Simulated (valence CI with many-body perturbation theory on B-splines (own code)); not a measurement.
Ce LI: magnetic and hyperfine properties of the levels

Computed by valence CI with perturbative core correlation (CI+MBPT): six valence electrons over a frozen Dirac-Fock core [He], a basis of 9 s, 9 p, 8 d, 6 f, 3 g, 1 h functions for each j, with the one-electron correlation potential Σ1, the two-electron term Σ2, the three-electron term Σ3, Breit, model QED; selected CI, second order for the rest, scaled by the run's own slope (own B-spline code, finite nucleus).

The last digits are not significant, and no measured levels were compared; by estimate large intervals hold to a few tenths of a per cent, small ones and those within an open d or f shell to about a per cent. Among the levels kept, up to 2400 cm⁻¹ of a level comes from second order outside the variational space, and about a tenth of that is noise between levels of different J, which matters for small intervals.

A/g_I is the dipole constant over the nuclear g factor μ/I (μ in nuclear magnetons, uniformly magnetised nucleus), B/Q the quadrupole constant per barn. Both hold the static response of the core; the bare values leave it out. Large factors of s and p1/2 electrons are usually good to 5 to 10 %; those of open d and f shells near neutrality can be off by tens of per cent, and small factors of p3/2, d and f electrons come from cancelling terms and can be off by a factor of two or in sign, in half-filled shells by more. B is blank for J = 1/2, where it vanishes, and for nearly pure S terms. Energies count from the lowest level. Levels with J = 0 are left out.

Levels are named by their leading jj configuration (3d3/2^4 stands for four electrons in 3d with j = 3/2), which in mixed levels can hold well under half, so a name can repeat and another be missing. Letters in brackets count levels of one name in rising energy.

```tsv
Level	E (× 10³ cm⁻¹)	g	A/g_I (MHz)	A/g_I bare	B/Q (MHz/b)	B/Q bare
(2s^2 2p1/2^2 2p3/2^2) J=2	0.00	1.328	365000	375000	70700	70800
(2s^2 2p1/2 2p3/2^3) J=1	3719.2	1.482	-184000	-168000	-355000	-356000
(2s^2 2p1/2 2p3/2^3) J=2	3859.0	1.129	931000	934000	-784000	-785000
(2s 2p1/2^2 2p3/2^3) J=2	6029.3	1.479	2280000	2260000	-708000	-709000
(2s 2p1/2^2 2p3/2^3) J=1	6505.9	1.195	-1510000	-1470000	-235000	-236000
(2s 2p1/2 2p3/2^4) J=1	10084	1.259	5270000	5210000	-115000	-116000
(2s^2 2p1/2^2 2p3/2 3s) J=2	41894	1.512	833000	835000	677000	679000
(2s^2 2p1/2^2 2p3/2 3s) J=1	41950	1.175	-105000	-86900	350000	351000
(2s^2 2p1/2^2 2p3/2 3p1/2) J=1	42575	1.498	270000	284000	336000	337000
(2s^2 2p1/2^2 2p3/2 3p1/2) J=2	42590	1.186	455000	462000	660000	662000
(2s^2 2p1/2^2 2p3/2 3p3/2) J=3	43637	1.338	232000	239000	866000	868000
(2s^2 2p1/2^2 2p3/2 3p3/2) J=1	43638	1.365	229000	237000	-342000	-342000
(2s^2 2p1/2^2 2p3/2 3p3/2) J=2	43805	1.321	237000	243000	32900	32900
(2s^2 2p1/2^2 2p3/2 3d3/2) J=2	44366	1.032	209000	214000	-5100	-5080
(2s^2 2p1/2^2 2p3/2 3d3/2) J=3	44415	1.107	206000	211000	657000	658000
(2s^2 2p1/2^2 2p3/2 3d3/2) J=1	44437	1.114	205000	210000	-280000	-281000
(2s^2 2p1/2^2 2p3/2 3d5/2) J=4	44660	1.252	148000	152000	694000	696000
(2s^2 2p1/2^2 2p3/2 3d5/2) J=2	44729	1.246	50200	51400	-470000	-471000
(2s^2 2p1/2^2 2p3/2 3d5/2) J=3	44832	1.194	130000	133000	-82600	-82500
(2s^2 2p1/2^2 2p3/2 3d5/2) J=1	44897	1.040	-229000	-237000	74200	74500
(2s^2 2p1/2 2p3/2^2 3s) J=2 [a]	45493	1.582	475000	481000	96800	96900
(2s^2 2p1/2 2p3/2^2 3s) J=1 [a]	45564	1.306	-650000	-627000	26900	26900
(2s^2 2p1/2 2p3/2^2 3s) J=3	45674	1.313	1060000	1060000	-4390	-4410
(2s^2 2p1/2 2p3/2^2 3s) J=2 [b]	45721	1.036	624000	633000	-23700	-23700
(2s^2 2p1/2 2p3/2^2 3s) J=1 [b]	45980	1.314	2430000	2420000	-13000	-13000
(2s^2 2p1/2 2p3/2^2 3p1/2) J=1 [a]	46161	1.644	-272000	-253000	38400	38500
(2s^2 2p1/2 2p3/2^2 3p1/2) J=2 [a]	46221	1.209	425000	433000	14300	14300
(2s^2 2p1/2 2p3/2^2 3p1/2) J=3	46349	1.096	812000	815000	-14600	-14600
(2s^2 2p1/2 2p3/2^2 3p1/2) J=2 [b]	46558	1.316	549000	557000	53000	53100
(2s^2 2p1/2 2p3/2^2 3p1/2) J=1 [b]	46619	0.650	1680000	1670000	-3410	-3420
(2s^2 2p1/2 2p3/2^2 3p3/2) J=3 [a]	47191	1.415	274000	280000	300000	301000
(2s^2 2p1/2 2p3/2^2 3p3/2) J=2 [a]	47230	1.421	-39000	-29000	35800	35900
```
